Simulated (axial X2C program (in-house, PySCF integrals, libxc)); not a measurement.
# Potential curves of GeO⁺, two-component

Calculated with an in-house all-electron X2C program for linear molecules (integrals from PySCF). Two-component (2c) means X2C with spin–orbit coupling and atomic mean-field two-electron Coulomb and Gaunt terms. Basis: Ge dyall-cv3z [9s9p7d4f1g], O dyall-av3z [7s6p3d2f] (cores contracted in-house); Gaussian nuclei, density fitting, unrestricted open shells. Masses: Ge 73.921 u, O 15.995 u.

State: Ω = 3/2 (⟨Sz⟩ = 0.50, ⟨Lz⟩ = 1.00 at PW91). Energies in cm⁻¹ from the lowest point of each curve. Fits are polynomials in 1 − R0/R over 0.85 to 1.23 times the lowest point R0.

```csv
R (Å),PW91,HF,PBE0
1.5425,9584,7091,8313
1.6134,4293,2509,3401
1.6666,1919,728,1321
1.7198,566,0,268
1.7730,0,74,0
1.8351,89,914,435
1.8971,772,2336,1457
1.9769,2255,4731,3365
2.0744,4642,8071,6252
2.2163,8620,,10914
```

The state is one determinant whose occupation by symmetry is held fixed; it was picked as the lowest of a PBE0 search that is not exhaustive. Density functionals use the spin component along the axis (collinear). Other states lie close and PBE0, whose exact exchange favours high spin, may order them wrongly; the determinant shown need not be the ground state. The nearest other 2c determinant of the search, Ω = 1/2, lies 0.04 eV up at the distance of the search. Without a current term, density functionals place determinants with orbital angular momentum somewhat too high. At some level and bond length an empty orbital lies below a filled one. The determinant is spin-polarised beyond a pure state at some levels (its spin-free form has ⟨S²⟩ too high), which makes Re and μ there less reliable. The stretched end of a curve changes character and is left out.

(1) Fit the PW91 curve near its minimum: give the equilibrium distance and the harmonic wavenumber.

(2) What are Re and ωe at the HF level?

(3) What are Re and ωe at the PBE0 level?

## Answers

(1) At PW91, 2c: Re = 1.795 Å, ωe ≈ 695 cm⁻¹; Be follows as 0.398 cm⁻¹.

(2) At HF, 2c: Re = 1.740 Å, ωe ≈ 805 cm⁻¹; Be follows as 0.423 cm⁻¹.

(3) At PBE0, 2c: Re = 1.768 Å, ωe ≈ 745 cm⁻¹; Be follows as 0.41 cm⁻¹.
